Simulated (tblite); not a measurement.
CH$_{3}$Cd, doublet, geometry from GFN2-xTB (such geometries of metal compounds can be far from the true shape) (the spin is typed, not shown lowest); GFN1-xTB (tblite).

tblite was given this input:
```
$ tblite run mol.xyz --method gfn1 --charge 0 --spin 1 --spin-polarized --json tblite.json --no-restart

# file mol.xyz
5

Cd    -0.28454196    -0.18019620    -0.22455766
C      1.43785842     0.91057443     1.13474344
H      2.00020119     0.13796806     1.65532392
H      0.94346545     1.57074460     1.84460609
H      2.08719670     1.47725855     0.47037687
```

Output, abridged:

```
xTB calculator
 | screened Coulomb repulsion
 | Coulomb electrostatics
 |  * isotropic Klopman-Ohno-Mataga-Nishimoto electrostatics
 |  * onsite third-order electrostatics
 | DFT-D3(BJ) dispersion correction
 | Interactions (1)
 | [1] spin polarization

halogen bonding energy    0.0000000000000E+00 Eh
repulsion energy          5.0929381897668E-02 Eh
dispersion energy        -1.0628862441632E-03 Eh
interaction energy        0.0000000000000E+00 Eh
number of electrons       9.0000000000000E+00 e
integral cutoff           4.0000000000000E+01 bohr

------------------------------------------------------------
  cycle        total energy    energy error   density error
------------------------------------------------------------
      1     -4.527699153195  -4.5775656E+00   3.8155225E-01
      2     -4.532104400457  -4.4052473E-03   2.1936501E-01
      3     -4.532832814212  -7.2841375E-04   3.7509862E-02
      4     -4.532951050706  -1.1823649E-04   1.3403728E-02
      5     -4.532991445340  -4.0394634E-05   1.1971173E-03
      6     -4.532992323660  -8.7832045E-07   3.6576233E-04
      7     -4.532992350388  -2.6727961E-08   9.2873702E-05
      8     -4.532992354419  -4.0308246E-09   6.7622050E-05
      9     -4.532992356603  -2.1841231E-09   9.3854624E-07
------------------------------------------------------------

electronic energy        -4.5828588522568E+00 Eh
total energy             -4.5329923566033E+00 Eh

Post processing:
 | Mayer-Wiberg bond orders

[Info] JSON dump of results written to 'tblite.json'
```
